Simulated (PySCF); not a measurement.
**Ionisation energy of B²⁺ by level of theory**

B²⁺ [He] 2s1 (2S) → B³⁺ 1s2 (1S), as a difference of total energies. Computed with PySCF 2.14 in jorge-DZP-DKH (4s2p1d, 15 functions), with scalar relativity by spin-free X2C-1e. The calculations carry no spin-orbit coupling.

```tsv
method	ionisation energy (eV)	error (eV)
UHF	37.805	-0.126
TPSS	38.149	+0.218
LDA	37.873	-0.058
```

Reference: 37.931 eV (measured; NIST Atomic Spectra Database, ionization energies).
